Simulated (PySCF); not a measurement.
Vertical excitations of a molecule C2H8BNO from TDA-PBE/def2-SVPD (PySCF 2.14.0), as energy in eV (oscillator strength): 5.81 (0.010), 6.43 (0.032), 7.01 (0.007), 7.06 (0.010), 7.15 (0.020), 7.57 (0.017), 7.60 (0.024), 7.70 (0.001), 7.80 (0.001), 7.86 (0.013). Lowest triplet (TDA): 5.63 eV. Geometry: B3LYP-D3(BJ)/def2-SVP. Other conformers were not sampled.

**Question.** Pick the molecule that these values belong to.
A) COB(C)N
B) CNB(C)O
C) CCB(N)O
D) CNBOC

**Answer.** C, CCB(N)O
